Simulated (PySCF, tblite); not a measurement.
Compound: C6H11FOSi.
Atom-mapped SMILES: `[CH3:1]/[CH:2]=[C:3]1\[SiH2:4][C@@H:5]([O:6][CH3:7])[C@H:8]1[F:9]` (hydrogens: H10, H11, H12 on C1; H13 on C2; H14, H15 on Si4; H16 on C5; H17, H18, H19 on C7; H20 on C8)

Geometry (GFN2-xTB, Å), atoms numbered from 1 in this order:
```
atom  x, y, z in Å
C1     3.2030    0.6626   -0.3585
C2     1.9775   -0.0160   -0.8623
C3     0.9456   -0.3512   -0.1019
Si4    0.3322   -0.0623    1.6609
C5    -1.2407   -0.5482    0.6544
O6    -1.9464    0.6565    0.4655
C7    -3.1354    0.5449   -0.2820
C8    -0.3538   -0.9819   -0.5423
F9    -0.7866   -0.5837   -1.7884
H10    3.1410    0.8118    0.7171
H11    3.3241    1.6287   -0.8476
H12    4.0852    0.0657   -0.5884
H13    1.9577   -0.2308   -1.9256
H14    0.7796   -1.0589    2.6360
H15    0.2780    1.2966    2.1775
H16   -1.9271   -1.3428    0.9747
H17   -2.9465    0.2504   -1.3173
H18   -3.8143   -0.1845    0.1786
H19   -3.5973    1.5306   -0.2658
H20   -0.2810   -2.0767   -0.5877
```

Computed, not measured: PBE0/pcSseg-1 in PySCF (dipole) on a GFN2-xTB geometry, gas phase.

Take the most abundant isotopes and a rigid rotor. The values belong to one conformer with, in the numbering `[CH3:1]/[CH:2]=[C:3]1\[SiH2:4][C@@H:5]([O:6][CH3:7])[C@H:8]1[F:9]`, Si4–C5–O6–C7 179°, C2–C3–Si4–C5 159°, C3–Si4–C5–O6 -105°, Si4–C5–C8–F9 -136°, C2–C3–C8–C5 -158°.

Task: What are A, B and C (GHz)?

Result: Ia = 234.80, Ib = 524.92, Ic = 658.96 u·Å²; 505379 MHz·u·Å²/I gives 2152, 962.8 and 766.9 MHz, that is A = 2.1524, B = 0.9628, C = 0.7669 GHz.

Task: What kind of rotor is it?

Result: An asymmetric top; Ray's κ = -0.717.

Task: What does the inertial defect say?

Result: Not planar: Δ = Ic − Ia − Ib = -100.76 u·Å². For a rigid frame Δ = −2 Σ m c², so Σ m c² = 50.38 u·Å² lies off the ab plane: 15.31 from hydrogen and 35.08 from heavier atoms. The atom farthest from that plane is 1.90 Å away.

Task: Give the other two planar moments, Paa and Pbb, and the rms extents of the mass along the axes.

Result: Paa = Σ m a² = (Ib + Ic − Ia)/2 = 474.54 and Pbb = Σ m b² = (Ia + Ic − Ib)/2 = 184.41 u·Å². With the mass M = 146.06 u, the rms extents √(P/M) along a, b and c are 1.80, 1.12, 0.59 Å.

Task: Where do the levels up to J = 3 lie, in MHz?

Result: Above 0(0,0):
J = 1: 1(0,1) 1730, 1(1,1) 2919, 1(1,0) 3115
J = 2: 2(0,2) 5167, 2(1,2) 6183, 2(1,1) 6770, 2(2,1) 10339, 2(2,0) 10362
J = 3: 3(0,3) 10269, 3(1,3) 11065, 3(1,2) 12238, 3(2,2) 15529, 3(2,1) 15638, 3(3,1) 21980, 3(3,0) 21981
Those of J = 1 are B + C, A + C and A + B.

Task: Predict some low-J microwave lines.

Result: The dipole components are |μa| = 0.78 D, |μb| = 0.55 D, |μc| = 0.88 D. The squared components, which scale the intensities, stand as 0.77 : 0.38 : 1.00 (a : b : c). Some lines, for components of 0.1 D or more:

```json
{"type": "b", "branch": "R", "J(Ka,Kc)": "2(0,2) ← 1(1,1)", "MHz": "2248", "lower level (cm⁻¹)": "0.097"}
{"type": "b", "branch": "R", "J(Ka,Kc)": "1(1,1) ← 0(0,0)", "MHz": "2919", "lower level (cm⁻¹)": "0.000"}
{"type": "b", "branch": "Q", "J(Ka,Kc)": "3(2,1) ← 3(1,2)", "MHz": "3399", "lower level (cm⁻¹)": "0.408"}
{"type": "c", "branch": "Q", "J(Ka,Kc)": "2(2,1) ← 2(1,1)", "MHz": "3569", "lower level (cm⁻¹)": "0.226"}
{"type": "b", "branch": "R", "J(Ka,Kc)": "3(0,3) ← 2(1,2)", "MHz": "4086", "lower level (cm⁻¹)": "0.206"}
{"type": "b", "branch": "R", "J(Ka,Kc)": "2(2,1) ← 1(1,0)", "MHz": "7224", "lower level (cm⁻¹)": "0.104"}
{"type": "b", "branch": "R", "J(Ka,Kc)": "3(2,2) ← 2(1,1)", "MHz": "8758", "lower level (cm⁻¹)": "0.226"}
{"type": "c", "branch": "R", "J(Ka,Kc)": "3(2,1) ← 2(1,1)", "MHz": "8867", "lower level (cm⁻¹)": "0.226"}
{"type": "c", "branch": "R", "J(Ka,Kc)": "3(3,0) ← 2(2,0)", "MHz": "11620", "lower level (cm⁻¹)": "0.346"}
{"type": "b", "branch": "R", "J(Ka,Kc)": "3(3,0) ← 2(2,1)", "MHz": "11642", "lower level (cm⁻¹)": "0.345"}
```

Its GFN2-xTB frequencies are all real (lowest 28 cm⁻¹). No vibrational averaging or centrifugal distortion is included, and the geometry carries the error of its method. A rigid rotor knows nothing of internal rotation, which can split or shift real lines.

Time: 48 s; peak memory 0.97 GiB. Hardware: one thread, Arm Neoverse V1 (aarch64), no GPU, on a shared host. This is the PBE0/pcSseg-1 job that gave the dipole, with the shieldings it also computed.
